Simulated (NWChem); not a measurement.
System: C2HClF2; SMILES C(/F)=C(\Cl)F

NWChem input:

```
start job
memory heap 200 mb stack 900 mb global 1100 mb
geometry units angstroms
  F     -0.289246    -2.249500     0.000000
  C     -0.703022    -0.991255     0.000000
  C      0.164947     0.021268     0.000000
  F      1.468394    -0.158220     0.000000
  Cl    -0.328288     1.659360     0.000000
  H     -1.783535    -0.843927     0.000000
end
basis spherical
  F library sto-3g
  C library sto-3g
  Cl library sto-3g
  H library sto-3g
end
dft
  xc pbe0
  iterations 150
end
driver
  maxiter 120
end
task dft optimize
task dft freq
```

Excerpt of the output:

```
             Northwest Computational Chemistry Package (NWChem) 7.3.0
             --------------------------------------------------------

 CS  symmetry detected

                             Geometry "geometry" -> ""
                             -------------------------

 Output coordinates in angstroms (scale by  1.889725989 to convert to a.u.)

  No.       Tag          Charge          X              Y              Z
 ---- ---------------- ---------- -------------- -------------- --------------
    1 F                    9.0000    -0.30726841    -2.24457098     0.00000000
    2 C                    6.0000    -0.71116127    -0.98311880     0.00000000
    3 C                    6.0000     0.16472385     0.02256419     0.00000000
    4 F                    9.0000     1.46672273    -0.16714328     0.00000000
    5 Cl                  17.0000    -0.31564583     1.66447501     0.00000000
    6 H                    1.0000    -1.79048530    -0.82731916     0.00000000

 Effective nuclear repulsion energy (a.u.)     213.2620034822

      Symmetry information
      --------------------

 Group name             Cs
 Group number              2
 Group order               2
 No. of unique centers     6

                                Z-matrix (autoz)
                                --------

 Units are Angstrom for bonds and degrees for angles

      Type          Name      I     J     K     L     M      Value
      ----------- --------  ----- ----- ----- ----- ----- ----------
    1 Stretch                  1     2                       1.32453
    2 Stretch                  2     3                       1.33363
    3 Stretch                  2     6                       1.09051
    4 Stretch                  3     4                       1.31575
    5 Stretch                  3     5                       1.71074
    6 Bend                     1     2     3               121.19216
    7 Bend                     1     2     6               115.96794
    8 Bend                     2     3     4               122.76383
    9 Bend                     2     3     5               122.63848
   10 Bend                     3     2     6               122.83990
   11 Bend                     4     3     5               114.59769
   12 Torsion                  1     2     3     4           0.00000
   13 Torsion                  1     2     3     5         180.00000
   14 Torsion                  4     3     2     6         180.00000
   15 Torsion                  5     3     2     6           0.00000

                           NWChem Geometry Optimization
                           ----------------------------

[...]

      ----------------------
      Optimization converged
      ----------------------

  Step       Energy      Delta E   Gmax     Grms     Xrms     Xmax
  ---- ---------------- -------- -------- -------- -------- --------
@    5    -727.43067282 -3.8D-07  0.00005  0.00002  0.00082  0.00168
                                     ok       ok       ok       ok

                                Z-matrix (autoz)
                                --------

 Units are Angstrom for bonds and degrees for angles

[...]

 Rotational Constants
 --------------------
 A=   0.270207 cm-1  (  0.388759 K)
 B=   0.077243 cm-1  (  0.111133 K)
 C=   0.060071 cm-1  (  0.086427 K)

 Temperature                      =   298.15K
 frequency scaling parameter      =   1.0000

 Zero-Point correction to Energy  =   18.236 kcal/mol  (  0.029061 au)
 Thermal correction to Energy     =   21.289 kcal/mol  (  0.033926 au)
 Thermal correction to Enthalpy   =   21.881 kcal/mol  (  0.034869 au)

 Total Entropy                    =   73.068 cal/mol-K
   - Translational                =   39.639 cal/mol-K (mol. weight =  97.9735)
   - Rotational                   =   26.644 cal/mol-K (symmetry #  =        1)
   - Vibrational                  =    6.784 cal/mol-K

 Cv (constant volume heat capacity) =   15.294 cal/mol-K
   - Translational                  =    2.979 cal/mol-K
   - Rotational                     =    2.979 cal/mol-K
   - Vibrational                    =    9.335 cal/mol-K

[normal modes left out]

 ----------------------------------------------------------------------------
 Normal Eigenvalue ||           Projected Infra Red Intensities
  Mode   [cm**-1]  || [atomic units] [(debye/angs)**2] [(KM/mol)] [arbitrary]
 ------ ---------- || -------------- ----------------- ---------- -----------
    1       -0.000 ||    0.000118           0.003         0.115       0.082
    2       -0.000 ||    0.000015           0.000         0.015       0.011
    3        0.000 ||    0.000137           0.003         0.134       0.095
    4        0.000 ||    0.000246           0.006         0.240       0.171
    5        0.000 ||    0.000003           0.000         0.003       0.002
    6        0.000 ||    0.000174           0.004         0.170       0.121
    7      204.475 ||    0.002015           0.046         1.964       1.399
    8      258.582 ||    0.002609           0.060         2.543       1.812
    9      340.807 ||    0.001386           0.032         1.351       0.963
   10      484.740 ||    0.000013           0.000         0.013       0.009
   11      485.741 ||    0.002943           0.068         2.869       2.044
   12      837.609 ||    0.011839           0.273        11.541       8.221
   13      871.110 ||    0.043949           1.014        42.844      30.520
   14     1190.370 ||    0.083066           1.916        80.977      57.684
   15     1275.287 ||    0.029423           0.679        28.683      20.432
   16     1504.223 ||    0.042515           0.981        41.446      29.524
   17     1857.173 ||    0.016184           0.373        15.777      11.239
   18     3452.157 ||    0.022568           0.521        22.000      15.672
 ----------------------------------------------------------------------------
```

Level: PBE0/STO-3G.
